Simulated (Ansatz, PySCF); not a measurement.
Stretching the Si1–H2 bond in CH4OSi (SMILES CO[SiH]) (multiplicity 1 held, fragments rigid). Energies count from the point at 1.549 Å.
Geometry at that point (charge 0, multiplicity 1):
```xyz
7

Si    -0.40795    -0.67899     0.91807
H     -1.31024    -1.18844    -0.23386
O      0.45056     0.41925     0.04651
C      0.38284     0.78205    -1.32615
H      0.15320     1.84590    -1.40103
H      1.35331     0.59929    -1.78973
H     -0.38647     0.20274    -1.84347
```

R- and RO- levels are restricted; in cc, def2 and unpolarised 6-31G sets they are followed outwards from rest. U- levels take the lowest unrestricted solution at each point, which mixes spins at long bonds. Active spaces are followed from a long bond inwards. Curves can end on different states.

Frozen-core correlation. Rows in 6-31G* carry no dispersion term and start afresh at each structure (6-31G* with six Cartesian d functions). MP2/6-31G* freezes PySCF's default core.

Run with Ansatz (Gaussian orbitals); PySCF for 6-31G* rows. Values without a source in brackets are computed.

Energies in kcal/mol.

| R (Å) | U-r2SCAN/cc-pV(T+d)Z | U-B3LYP/6-31G* | R-B3LYP/cc-pV(T+d)Z | R-MP2/6-31G* | R-CCSD/cc-pV(T+d)Z | FIC-MRCISD+Q on CASSCF(2,2)/cc-pV(T+d)Z |
|---|---|---|---|---|---|---|
| 1.240 | 24.1 | 25.6 | 23.5 | 25.4 | 23.2 | 23.4 |
| 1.394 | 4.7 | 5.1 | 4.5 | 4.7 | 4.2 | 4.3 |
| 1.549 | 0.0 | 0.0 | 0.0 | 0.0 | 0.0 | 0.0 |
| 1.704 | 2.7 | 2.6 | 2.8 | 3.4 | 3.3 | 3.1 |
| 1.859 | 9.0 | 8.8 | 9.1 | 10.6 | 10.2 | 9.8 |
| 2.092 | 20.9 | 20.7 | 21.0 | 23.7 | 23.0 | 22.2 |
| 2.324 | 33.1 | 33.0 | 33.2 | 37.0 | 35.9 | 34.5 |
| 2.711 | 51.2 | 51.6 | 51.5 | 57.0 | 54.6 | 51.9 |
| 3.099 | 61.4 | 63.2 | 66.2 | 73.5 | 68.6 | 64.1 |
| 3.564 | 67.9 | 70.3 | 79.6 | 88.4 | 79.5 | 72.2 |
| 4.183 | 72.2 | 74.6 | 91.8 | 99.5 | 86.4 | 76.2 |
| 4.958 | 74.5 | 76.1 | 100.9 | 99.8 | 89.0 | 77.3 |

Doubts at one or more of the structures used: a spin-contaminated determinant (U-r2SCAN/cc-pV(T+d)Z, U-B3LYP/6-31G*); a restricted determinant that unrestricted orbitals would lower (R-B3LYP/cc-pV(T+d)Z, R-MP2/6-31G*, R-CCSD/cc-pV(T+d)Z); other coupled-cluster roots lie near (R-CCSD/cc-pV(T+d)Z); T1 above 0.05 (R-CCSD/cc-pV(T+d)Z).

Ansatz is a program for electronic structure.
